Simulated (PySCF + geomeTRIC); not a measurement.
These are PySCF + geomeTRIC with BP86-D3(BJ)/def2-SVP values and carry that method's errors. fastk is a local helper that only speeds up exchange builds. No frequencies were computed at this level.

```python
import json, numpy as np
from pyscf import gto, dft
from fastk import lowrank_exchange
atoms = """
Zn    -0.130052     0.309557     0.402974
S     -2.070345    -0.106326    -0.681130
H     -2.877812     0.570462     0.116600
S      2.106422     0.020648     0.569582
H      2.312323     0.774972     1.634880
"""
def scf(charge, spin, dm0=None):
    mol = gto.M(atom=atoms, basis='def2-svp', ecp={}, charge=charge, spin=spin, verbose=3, max_memory=3360)
    mf = dft.KS(mol, xc='bp86').density_fit(auxbasis="def2-universal-jkfit")
    mf.disp = 'd3bj'
    mf.grids.level = 3
    mf.conv_tol = 1e-8
    mf.max_cycle = 120
    mf.level_shift = 0.25
    mf.kernel(dm0)
    if not mf.converged:
        mf = mf.newton().run(mf.mo_coeff, mf.mo_occ).undo_soscf()
    return mf
mf = scf(0, 0)
from pyscf.geomopt.geometric_solver import kernel as optimize
path = []
done, mol = optimize(mf, maxsteps=120, assert_convergence=False, callback=lambda env: path.append((env["energy"], bool(env["g_scanner"].converged))))
res = dict(converged=bool(done and path[-1][1]), energy=path[-1][0], path=[e for e, c in path], xyz=mol.atom_coords(unit="Angstrom").tolist(), nao=mol.nao)
json.dump(res, open("result.json", "w"))
```

Output:

```
converged SCF energy = -2576.8732057328
Geometry optimization cycle 1
converged SCF energy = -2576.87320573694
cycle 1: E = -2576.87320574  dE = -2576.87  norm(grad) = 0.0503025
Geometry optimization cycle 2
converged SCF energy = -2576.878402446
cycle 2: E = -2576.87840245  dE = -0.00519671  norm(grad) = 0.0125286
Geometry optimization cycle 3
converged SCF energy = -2576.88040406363
cycle 3: E = -2576.88040406  dE = -0.00200162  norm(grad) = 0.0139563
Geometry optimization cycle 4
converged SCF energy = -2576.88169319845
cycle 4: E = -2576.8816932  dE = -0.00128913  norm(grad) = 0.0137389
Geometry optimization cycle 5
converged SCF energy = -2576.88256954945
cycle 5: E = -2576.88256955  dE = -0.000876351  norm(grad) = 0.00571483
Geometry optimization cycle 6
converged SCF energy = -2576.88267880034
cycle 6: E = -2576.8826788  dE = -0.000109251  norm(grad) = 0.000934021
Geometry optimization cycle 7
converged SCF energy = -2576.88271196651
cycle 7: E = -2576.88271197  dE = -3.31662e-05  norm(grad) = 0.000971406
Geometry optimization cycle 8
converged SCF energy = -2576.87348336938
cycle 8: E = -2576.87348337  dE = 0.0092286  norm(grad) = 0.0788334
Geometry optimization cycle 9
converged SCF energy = -2576.88287083678
cycle 9: E = -2576.88287084  dE = -0.00938747  norm(grad) = 0.0144074
Geometry optimization cycle 10
converged SCF energy = -2576.88283930247
cycle 10: E = -2576.8828393  dE = 3.15343e-05  norm(grad) = 0.00236201
Geometry optimization cycle 11
converged SCF energy = -2576.88313009588
cycle 11: E = -2576.8831301  dE = -0.000290793  norm(grad) = 0.00407746
Geometry optimization cycle 12
converged SCF energy = -2576.88344752546
cycle 12: E = -2576.88344753  dE = -0.00031743  norm(grad) = 0.00900162
Geometry optimization cycle 13
converged SCF energy = -2576.8836256948
cycle 13: E = -2576.88362569  dE = -0.000178169  norm(grad) = 0.0112933
Geometry optimization cycle 14
converged SCF energy = -2576.88383416963
cycle 14: E = -2576.88383417  dE = -0.000208475  norm(grad) = 0.00805616
Geometry optimization cycle 15
converged SCF energy = -2576.88400512635
cycle 15: E = -2576.88400513  dE = -0.000170957  norm(grad) = 0.000877788
Geometry optimization cycle 16
converged SCF energy = -2576.88400693578
cycle 16: E = -2576.88400694  dE = -1.80943e-06  norm(grad) = 0.000182415
Geometry optimization cycle 17
converged SCF energy = -2576.88400699135
cycle 17: E = -2576.88400699  dE = -5.55683e-08  norm(grad) = 5.50636e-05
<class 'geometric.internal.Distance'> : 4
<class 'geometric.internal.Angle'> : 3
<class 'geometric.internal.Dihedral'> : 2
<class 'geometric.internal.TranslationX'> : 1
<class 'geometric.internal.TranslationY'> : 1
<class 'geometric.internal.TranslationZ'> : 1
<class 'geometric.internal.RotationA'> : 1
<class 'geometric.internal.RotationB'> : 1
<class 'geometric.internal.RotationC'> : 1
Step    0 : Gradient = 2.250e-02/2.533e-02 (rms/max) Energy = -2576.8732057369
Step    1 : Displace = 8.482e-02/1.091e-01 (rms/max) Trust = 1.000e-01 (=) Grad = 5.603e-03/9.373e-03 (rms/max) E (change) = -2576.8784024460 (-5.197e-03) Quality = 1.297
Step    2 : Displace = 1.014e-01/1.336e-01 (rms/max) Trust = 1.414e-01 (+) Grad = 6.241e-03/8.113e-03 (rms/max) E (change) = -2576.8804040636 (-2.002e-03) Quality = 1.357
Step    3 : Displace = 1.023e-01/1.329e-01 (rms/max) Trust = 2.000e-01 (+) Grad = 6.144e-03/8.488e-03 (rms/max) E (change) = -2576.8816931984 (-1.289e-03) Quality = 1.458
Step    4 : Displace = 1.049e-01/1.353e-01 (rms/max) Trust = 2.828e-01 (+) Grad = 2.556e-03/3.643e-03 (rms/max) E (change) = -2576.8825695494 (-8.764e-04) Quality = 1.208
Step    5 : Displace = 2.111e-02/2.216e-02 (rms/max) Trust = 3.000e-01 (+) Grad = 4.177e-04/6.023e-04 (rms/max) E (change) = -2576.8826788003 (-1.093e-04) Quality = 1.232
Step    6 : Displace = 1.787e-02/2.030e-02 (rms/max) Trust = 3.000e-01 (=) Grad = 4.344e-04/5.819e-04 (rms/max) E (change) = -2576.8827119665 (-3.317e-05) Quality = 1.878
Step    7 : Displace = 2.578e-01/2.918e-01 (rms/max) Trust = 3.000e-01 (=) Grad = 3.526e-02/4.142e-02 (rms/max) E (change) = -2576.8734833694 (+9.229e-03) Quality = 0.066
Step    8 : Displace = 6.396e-02/7.573e-02 (rms/max) Trust = 1.289e-01 (-) Grad = 6.443e-03/9.509e-03 (rms/max) E (change) = -2576.8828708368 (-9.387e-03) Quality = 1.063
Step    9 : Displace = 1.835e-01/2.086e-01 (rms/max) Trust = 1.823e-01 (+) Grad = 1.056e-03/1.220e-03 (rms/max) E (change) = -2576.8828393025 (+3.153e-05) Quality = -0.078
Step   10 : Displace = 9.100e-02/1.029e-01 (rms/max) Trust = 9.115e-02 (-) Grad = 1.823e-03/2.835e-03 (rms/max) E (change) = -2576.8831300959 (-2.908e-04) Quality = 1.326
Step   11 : Displace = 1.304e-01/1.532e-01 (rms/max) Trust = 1.289e-01 (+) Grad = 4.026e-03/6.042e-03 (rms/max) E (change) = -2576.8834475255 (-3.174e-04) Quality = 0.808
Step   12 : Displace = 1.321e-01/1.610e-01 (rms/max) Trust = 1.823e-01 (+) Grad = 5.051e-03/7.241e-03 (rms/max) E (change) = -2576.8836256948 (-1.782e-04) Quality = 1.013
Step   13 : Displace = 1.001e-02/1.124e-02 (rms/max) Trust = 2.578e-01 (+) Grad = 3.603e-03/5.052e-03 (rms/max) E (change) = -2576.8838341696 (-2.085e-04) Quality = 1.668
Step   14 : Displace = 2.441e-02/2.667e-02 (rms/max) Trust = 3.000e-01 (+) Grad = 3.926e-04/4.718e-04 (rms/max) E (change) = -2576.8840051263 (-1.710e-04) Quality = 0.922
Step   15 : Displace = 4.265e-03/4.953e-03 (rms/max) Trust = 3.000e-01 (=) Grad = 8.158e-05/9.924e-05 (rms/max) E (change) = -2576.8840069358 (-1.809e-06) Quality = 1.333
Step   16 : Displace = 2.996e-04/3.643e-04 (rms/max) Trust = 3.000e-01 (=) Grad = 2.463e-05/3.474e-05 (rms/max) E (change) = -2576.8840069914 (-5.557e-08) Quality = 0.535
Converged! =D
```

Cost: very roughly 120 core-seconds.
